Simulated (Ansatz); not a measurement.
Basis-set extrapolation for C₂H₈O₃Si₂, SMILES `O[SiH2]/C=C\[SiH](O)O` (PBE0-D4/def2-TZVP geometry, frozen core, Ansatz 0.2.0). Multiplicity 1, RHF reference.

```tsv
	def2-TZVPP	def2-QZVPP
HF	-883.151485	-883.184488
MP2 correlation	-1.282936	-1.382033
CCSD(T) correlation	-1.379898	not run
```

Energies in hartree. Use E(X) = E(∞) + A·exp(−7.88·√X) for Hartree–Fock and E(X) = E(∞) + B·X^(−2.97) for correlation, with X = 3 and 4, and add CCSD(T) minus MP2 of the smaller set to the MP2 limit.

What is the CCSD(T) energy at the basis-set limit?

HF limit: -883.184488 + (-0.033003) × 0.13774 = -883.18903. MP2 limit: -1.382033 + (-0.099097) × 0.74074 = -1.45544. Higher-order term: -1.379898 − (-1.282936) = -0.09696. Total: -884.74143 hartree, 131.8 kcal/mol below CCSD(T)/def2-TZVPP.
